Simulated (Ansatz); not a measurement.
Coupled-cluster run, CH₄ClNOSi (`O[Si]1(Cl)CN1`).

```yaml
crystal:
  periodic: [false, false, false]
  atoms:
    - {symbol: O, position_ang: [1.081274, 1.701252, -0.334779]}
    - {symbol: Si, position_ang: [0.405576, 0.349434, 0.255773]}
    - {symbol: Cl, position_ang: [1.322519, -0.091402, 2.033715]}
    - {symbol: C, position_ang: [-0.391770, -0.981962, -0.673969]}
    - {symbol: N, position_ang: [-1.221995, 0.089981, 0.024824]}
    - {symbol: H, position_ang: [1.870615, 2.022566, 0.104734]}
    - {symbol: H, position_ang: [-0.520374, -1.004457, -1.754159]}
    - {symbol: H, position_ang: [-0.415985, -1.976271, -0.226610]}
    - {symbol: H, position_ang: [-2.041359, -0.155442, 0.553170]}
basis:
  gaussian: {orbitals: def2-TZVPP}
correlation: {method: ccsd_t}
```

```sh
$ ansatz run in.yaml --threads 4 --pin off --events-out ev --progress --plain --max-ram 10444MiB
```

Output of Ansatz, abridged:

```
Functional definition: HF
1393 factors; integrals over basis functions are off by at most 1.1e-3 eV
mean field evaluation 1: about -24978.4564 eV, gradient 4.7e1 eV
mean field evaluation 2: about -24978.7656 eV, gradient 4.7e1 eV
mean field evaluation 4: about -24983.0895 eV, gradient 3.7e0 eV
mean field evaluation 8: about -24983.1501 eV, gradient 2.4e-1 eV
mean field -24983.15036759 eV, -918.1138418213 hartree, gradient 2.7e-6 eV, S^2 0.000000; 0 other end points of the search recorded, 0 dependent functions left out
13 core orbitals not correlated: weight in the atoms' cores, before any rotation towards them, 1.000 or more for the frozen orbitals, at most 0.000 for the correlated occupied ones
reference -24983.15036759 eV, -918.1138418213 hartree; 15, 15 occupied and 205, 205 virtual orbitals, 1393 factors
second order -24.92362556 eV of doubles, -0.00000000 eV of singles
cycle   1  -25.18774245 eV  change   -2.6e-1 eV  update   9.9e-2
cycle   2  -25.73125171 eV  change   -5.4e-1 eV  update   2.8e-2
cycle   3  -25.84777315 eV  change   -1.2e-1 eV  update   1.4e-2
cycle   4  -25.83579206 eV  change    1.2e-2 eV  update   3.1e-3
cycle   5  -25.83564454 eV  change    1.5e-4 eV  update   1.5e-3
cycle   6  -25.83621012 eV  change   -5.7e-4 eV  update   4.5e-4
cycle   7  -25.83593006 eV  change    2.8e-4 eV  update   1.8e-4
cycle   8  -25.83591672 eV  change    1.3e-5 eV  update   5.5e-5
cycle   9  -25.83593307 eV  change   -1.6e-5 eV  update   2.0e-5
perturbative correction -1.08343723 eV, -0.0398155839 hartree
Total energy: -25010.06973789 eV, -919.1031104332 hartree
```

Hardware: 4 threads of an Arm Neoverse V2 on a shared host. Wall time 84 s, peak host memory 4.1 GiB.

MP2 recovers 92.6 % of the CCSD(T) correlation energy and the triples give 4.0 %; T1 = 0.0109.
